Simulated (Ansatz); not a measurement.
Ideal-gas functions of `F[SiH]I` radical at 600 K and 1 bar, from an Ansatz frequency run at PBE0-D4/def2-TZVP.

Molar mass 175.0 g/mol, point group C1 (symmetry number 1), electronic degeneracy 2, moments of inertia 23.321, 267.429, 287.875 u Å². Harmonic wavenumbers (cm⁻¹, unscaled): 180, 372, 629, 755, 883, 2166.

Use S(trans) = R[1.5 ln M + 2.5 ln T − 1.1517]; rotational temperatures θ = 24.2544 K / I; S(rot) = R[ln(√π/σ · √(T³/θAθBθC)) + 1.5]; for each mode x = 1.438777 ν̃/T, S = R[x/(eˣ − 1) − ln(1 − e⁻ˣ)] and H = RT x/(eˣ − 1); 1 cm⁻¹ = 0.0119627 kJ/mol; R = 8.31446 J/(mol·K).

**Question.** By hand: the entropy, in J/(mol·K).

**Answer.** Translation 187.8. Rotation: θ = 1.04, 0.0907, 0.0843 K, giving 117.1. Vibration, mode by mode: 15.36, 9.53, 5.64, 4.43, 3.47, 0.29, in all 38.7. Electronic 5.8. Sum 349.4 J/(mol·K).

**Question.** By hand: H − E and G − E in kJ/mol, counted from the electronic energy.

**Answer.** Zero-point energy ½ × 4985 × 0.0119627 = 29.8; thermal vibration 12.6; translation, rotation and pV give 4 RT = 20.0. H − E = 62.4 kJ/mol, and G − E = 62.4 − 600 × 349.4/1000 = -147.2 kJ/mol.

Vibration gives 11 % of the entropy. The sum counts one conformer and one mirror image; others add a mixing term.
